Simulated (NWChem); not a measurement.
Species: C₃H₇NSi; SMILES C=C1CN[SiH2]1

```xyz
12

C      0.4360    -2.1203     0.0000
C      0.0811    -0.8377     0.0000
C     -1.3137    -0.2112     0.0000
N     -0.8880     1.1859     0.0000
Si     0.8202     0.8954     0.0000
H      1.4869    -2.4253     0.0000
H     -0.3069    -2.9276     0.0000
H     -1.9022    -0.5023     0.8935
H     -1.9022    -0.5023    -0.8935
H     -1.5416     1.9541     0.0000
H      1.6064     1.3372    -1.1989
H      1.6064     1.3372     1.1989
```
Atoms are numbered in this order, from 1.

Program: NWChem. Pople sets run with spherical d functions. Geometry: optimised at PBE0/def2-SVP. No frequency run checked for a minimum. Level: M06-2X/6-31G* with SMD (1 M gas to 1 M solution), gas-phase geometry. Reactions with the solvent are ignored.

**Question.** Among these, which solvent gives the highest value of “cavity-dispersion-structure term (kcal/mol)”?
(A) water
(B) acetonitrile
(C) 1-octanol
(D) dimethyl sulfoxide

**Answer.** A, water. Values: acetonitrile 0.4; 1-octanol 0.6; dimethyl sulfoxide 1.8; water 3.5
